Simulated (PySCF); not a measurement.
## Dipole response of Ti⁺ (titanium, charge +1)

[Ar] 3d2 4s1, high-spin 4F determinant. All numbers are calculated (PySCF 2.14, the non-relativistic Hamiltonian (point nucleus), in aug-cc-pwCVTZ (10s9p7d4f3g, 127 functions)). Coupled (time-dependent) response in atomic units; α is the mean over directions.

```json
{"method": "PBE0", "mean α (bohr³)": "51.23", "C₆ (like pair)": "329.0", "S(−4)": "2283"}
```

S(−4) is the Cauchy moment in α(ω) = α(0) + S(−4) ω² + …

α(iu) at PBE0:

```
u (hartree)  α(iu) (bohr³)
          0          51.23
     0.0500          46.15
      0.100          35.94
      0.200          20.26
      0.300          12.74
      0.500          6.874
      0.750          4.303
       1.00          3.111
       1.50          1.934
       2.00          1.336
       3.00         0.7499
       5.00         0.3360
```

For an ion, C₆ is the dispersion term alone; charge-induced terms of lower order in 1/R come first.
